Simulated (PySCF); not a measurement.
**CSe₂: bend–stretch map**

Method: r2SCAN in PySCF with C def2-TZVP, Se def2-TZVP; no relativity; density-fitted integrals.

Rigid scan from the singlet minimum (C–Se 1.693 Å (×2); Se–C–Se 180.0°). Coordinate: rows scale both bonds, columns set the Se–C–Se angle. Energies in kJ/mol from the minimum.

Rows run from the largest first scale (top) to the smallest, columns from the smallest angle to the largest. Lower edges of the bins (kJ/mol): '0' 0.0, '1' 3.4, '2' 8.9, '3' 17.5, '4' 31.2, '5' 53.0, '6' 87.4, '7' 141.9, '8' 228.4, '9' 365.4; top 583.
```
8977666
8876544
8976432
8976420
9986532
9987654
```

(1) Give the energies on the grid of the scan.

## Answers

(1) 
```csv
scale \ angle,90,105,120,135,150,165,180
0.94,506,583,325,187,107,65,52
0.97,407,458,254,132,61,24,12
1.00,341,404,214,106,44,10,0
1.03,302,367,198,103,48,19,10
1.06,283,351,202,118,70,44,36
1.10,281,369,228,158,118,96,89
```

The bond scale of lowest energy on the grid is 1.10 (edge) at 90°, 1.06 at 105°, 1.03 at 120°, 1.03 at 135°, 1.00 at 150°, 1.00 at 165°, 1.00 at 180°.
